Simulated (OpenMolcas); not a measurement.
Ti3+ (d1) in a complex was computed by CASSCF with the d shell active (OpenMolcas, ANO-RCC-VDZP on the metal). Its lowest spin-free states, and all those of the highest spin:

```
2S+1  Degeneracy  E (cm-1)
   2           2       0.0
   2           1      8245
   2           2     12294
```

Task: Is the site octahedral, tetrahedral or cube-like, axial, or of lower symmetry?

Result: The states with 2S+1 = 2 have orbital degeneracies 2, 1, 2. There are pairs but no triples, so the site is axial: not cubic, but with a proper or improper axis of order three or more. The run had Ti3+ with 2 ligands (sulfide) in linear coordination (D∞h) at 2.19 Å. A charge of +0.5 e stands 2.4 Å behind each ligand. Ligand basis ANO-RCC-VDZP.

The least metal-like active orbital is 73 % on the metal (Löwdin) and no ligand orbital is active, so the numbers are rough. The sulfide ions are held by bare point charges, a crude embedding. Ligand-to-metal charge-transfer states are missing. No measured value stands beside these numbers; the geometry was imposed, not optimised, and the real ion may take another.
